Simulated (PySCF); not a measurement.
Excited states of Cl(5+) (chlorine, charge +5)

Ground state [Ne] 3s2, ¹S. Computed with PySCF 2.14 in aug-cc-pCVTZ-DK with one added diffuse shell each of s, p, d, f type (9s8p6d4f, 91 functions), with the spin-free X2C one-electron Hamiltonian (Gaussian nucleus). Vertical excitation energies in eV without spin-orbit coupling; excited terms of each kind are numbered among those the solver found. Frozen: nothing.

```
 term  leading excitation  EOM-EE-CCSD
1 3P°              3s → p       12.307
1 1P°              3s → p       18.592
 1 3D              3s → d       35.444
 1 1D              3s → d       40.889
 1 3S              3s → s       50.460
 1 1S              3s → s       51.704
2 1P°              3s → p       56.117
2 3P°              3s → p       56.337
 2 3D              3s → d       63.609
 2 1D              3s → d       63.807
1 3F°              3s → f       65.861
```

Doubly excited terms such as np² are absent. The solver can miss terms.
